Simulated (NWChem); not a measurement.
Program: NWChem. System: CH$_{4}$GeO, charge 1, spin multiplicity 2, at the geometry of a parent with another charge or spin, in a state set for the comparison that need not be this species' ground state. Its SCF solution wasn't tested for a lower state. Level: UB3LYP/pcseg-2, VWN1-RPA local correlation.

NWChem printed:

```
             Northwest Computational Chemistry Package (NWChem) 7.3.0
             --------------------------------------------------------

                                NWChem Input Module
                                -------------------

 Scaling coordinates for geometry "geometry" by  1.889725989
 (inverse scale =  0.529177249)

 Turning off AUTOSYM since
 SYMMETRY directive was detected!

                             Geometry "geometry" -> ""
                             -------------------------

 Output coordinates in angstroms (scale by  1.889725989 to convert to a.u.)

  No.       Tag          Charge          X              Y              Z
 ---- ---------------- ---------- -------------- -------------- --------------
    1 Ge                  32.0000    -0.64715500     0.50734900     0.00000000
    2 H                    1.0000     0.62590400     1.54408500     0.00000000
    3 O                    8.0000     0.36632300    -0.98627900     0.00000000
    4 C                    6.0000     1.77537800    -1.08394300     0.00000000
    5 H                    1.0000     2.11399900    -1.64971700     0.89633000
    6 H                    1.0000     2.11399900    -1.64971700    -0.89633000
    7 H                    1.0000     2.27219200    -0.08592500     0.00000000

 Effective nuclear repulsion energy (a.u.)     172.2702999414

            Nuclear Dipole moment (a.u.)
            ----------------------------
        X                 Y               Z
 ---------------- ---------------- ----------------
    -0.0000264562     0.0000075589     0.0000000000

      Symmetry information
      --------------------

 Group name             Cs
 Group number              2
 Group order               2
 No. of unique centers     6

      Symmetry unique atoms

     1    2    3    4    5    7


 Summary of "ao basis" -> "" (spherical)
 ------------------------------------------------------------------------------
       Tag                 Description            Shells   Functions and Types
 ---------------- ------------------------------  ------  ---------------------
 *                          pcseg-2                   on all atoms

                                 NWChem DFT Module
                                 -----------------

 Summary of "ao basis" -> "ao basis" (spherical)
 ------------------------------------------------------------------------------
       Tag                 Description            Shells   Functions and Types
[...]
    beta     31     32     33     34     35     36     37     39     38     40
 overlap   0.977  0.909  0.899  0.988  0.986  0.988  0.991  0.958  0.996  0.966

   alpha     41     42     43     44     45     46     47     48     49     50
    beta     41     42     43     44     45     47     46     48     49     50
 overlap   0.998  0.989  0.995  0.986  0.945  0.944  1.000  0.991  1.000  0.999

   alpha     51     52     53     54     55     56     57     58     59     60
    beta     51     52     53     56     55     54     57     58     59     60
 overlap   1.000  0.999  0.714  0.938  0.718  0.939  0.987  0.991  0.944  0.941

   alpha     61     62     63     64     65     66     67     68     69     70
    beta     61     62     63     64     66     65     68     67     69     71
 overlap   0.812  0.838  0.908  0.904  0.959  0.987  0.988  0.987  0.996  0.986

   alpha     71     72     73     74     75     76     77     78     79     80
    beta     70     72     73     74     75     76     77     78     79     80
 overlap   1.000  0.984  1.000  0.951  0.943  0.972  0.989  0.995  0.989  0.997

   alpha     81     82     83     84     85     86     87     88     89     90
    beta     81     82     83     84     85     86     87     88     89     90
 overlap   0.996  1.000  0.965  0.970  0.963  1.000  0.977  0.992  1.000  0.968

   alpha     91     92     93     94     95     96     97     98     99    100
    beta     91     92     93     94     95     96     97     98     99    100
 overlap   0.970  1.000  0.999  1.000  1.000  1.000  1.000  1.000  1.000  1.000

   alpha    101    102    103    104    105    106    107    108    109    110
    beta    101    102    103    104    105    106    107    110    108    109
 overlap   1.000  1.000  1.000  1.000  1.000  1.000  1.000  0.750  0.751  0.767

   alpha    111    112    113    114    115    116    117    118    119    120
    beta    111    112    113    115    114    116    117    118    119    121
 overlap   0.767  0.998  0.954  0.790  0.959  0.948  0.643  0.725  0.935  0.929

   alpha    121    122    123    124    125    126    127    128    129    130
    beta    120    122    123    124    125    126    129    127    128    130
 overlap   0.999  0.980  0.984  0.890  0.997  0.889  0.908  0.990  0.933  0.987

   alpha    131    132    133    134    135    136    137    138    139    140
    beta    131    132    133    134    135    136    137    138    139    140
 overlap   1.000  0.989  1.000  1.000  0.968  0.953  0.975  0.995  1.000  0.996

   alpha    141    142    143    144    145    146    147    148    149    150
    beta    141    142    143    144    145    146    147    148    149    150
 overlap   0.996  1.000  0.999  0.997  0.996  1.000  1.000  1.000  0.999  0.999

   alpha    151    152    153    154    155    156    157    158    159
    beta    151    152    153    154    155    156    157    158    159
 overlap   1.000  1.000  1.000  1.000  1.000  1.000  1.000  1.000  1.000

     --------------------------
     Expectation value of S2:
     --------------------------
      <S2> =      0.7601 (Exact =     0.7500)

 center of mass
 --------------
 x =  -0.24066981 y =   0.12246000 z =   0.00000000

 moments of inertia (a.u.)
 ------------------
         206.251762341853         208.981447042317           0.000000000000
         208.981447042317         305.097930268851           0.000000000000
           0.000000000000           0.000000000000         499.783813332381

     Multipole analysis of the density
     ---------------------------------

     L   x y z        total         alpha         beta         nuclear
     -   - - -        -----         -----         ----         -------
     0   0 0 0      1.000000    -25.000000    -24.000000     50.000000

     1   1 0 0     -0.040505      0.449713     -0.490192     -0.000026
     1   0 1 0      0.902320     -0.271848      1.174161      0.000008
     1   0 0 1     -0.000000      0.000000     -0.000000      0.000000

     2   2 0 0    -12.990834    -95.013506    -88.959336    170.982007
     2   1 1 0     -3.447799     53.890942     53.890214   -111.228955
     2   1 0 1     -0.000000     -0.000000     -0.000000      0.000000
     2   0 2 0    -17.055264    -66.007182    -61.405307    110.357225
     2   0 1 1     -0.000000     -0.000000      0.000000      0.000000
     2   0 0 2    -18.570052    -12.758868    -11.549223      5.738039

 Task  times  cpu:       18.7s     wall:       18.7s

 Total times  cpu:       18.7s     wall:       18.7s
```

Q: Write an NWChem input that would produce this output.

A: This is not unique; one that fits is 
```
start mol
memory heap 200 mb stack 900 mb global 1100 mb
charge 1
geometry units angstroms nocenter noautoz
  Ge    -0.647155     0.507349     0.000000
  H      0.625904     1.544085     0.000000
  O      0.366323    -0.986279     0.000000
  C      1.775378    -1.083943     0.000000
  H      2.113999    -1.649717     0.896330
  H      2.113999    -1.649717    -0.896330
  H      2.272192    -0.085925     0.000000
  symmetry group Cs
end
basis spherical
  * library pcseg-2
end
dft
  xc b3lyp
  odft
  mult 2
  semidirect memsize 60000000 filesize 0
  iterations 100
end
task dft energy
```
